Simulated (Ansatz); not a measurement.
Species: [amino(dimethyl)germyl]methane, C3H11GeN (charge 0, singlet). 
Geometry from a B3LYP-D3(BJ)/def2-TZVP (Ansatz, a first-principles code) optimisation:
```
Ge
N 1 1.8635
H 2 1.0122 1 114.38
H 2 1.0122 3 107.95 1 -128.55
C 1 1.9619 2 105.89 3 57.83
H 5 1.0898 1 110.04 2 57.54
H 5 1.0906 6 108.84 1 -121.31
H 5 1.0909 6 108.55 7 -117.59
C 1 1.9619 2 105.89 3 176.93
H 9 1.0898 1 110.04 2 -57.54
H 9 1.0906 10 108.84 1 121.31
H 9 1.0909 10 108.55 11 117.59
C 1 1.9739 2 113.04 3 -62.62
H 13 1.0908 1 110.43 2 -59.96
H 13 1.0908 14 108.43 1 -121.11
H 13 1.0914 14 108.41 15 -117.50
```
Charge 0, spin multiplicity 1.

Basis-set convergence of Hartree-Fock and MP2 correlation energies (hartree) with Ansatz. Correlated levels leave the core frozen unless marked. No spin-orbit coupling. The frozen core is the preceding noble-gas configuration, with the filled d and f shells of earlier blocks. No relativistic terms.

```
basis    functions        E(HF)  E(corr, MP2)
-------  ---------  -----------  ------------
cc-pVDZ        138  -2249.83046      -0.71312
cc-pVTZ        317  -2249.96609      -0.88036
cc-pVQZ        618  -2249.98191      -0.93682
```

Extrapolating the two largest sets (X = 3 and 4) as X^-3: E(corr) = (64·(-0.93682) - 27·(-0.88036))/37 = -0.9780 Eh, an estimate of the basis-set limit. The largest set recovers 95.8 % of it, the smallest 72.9 %.
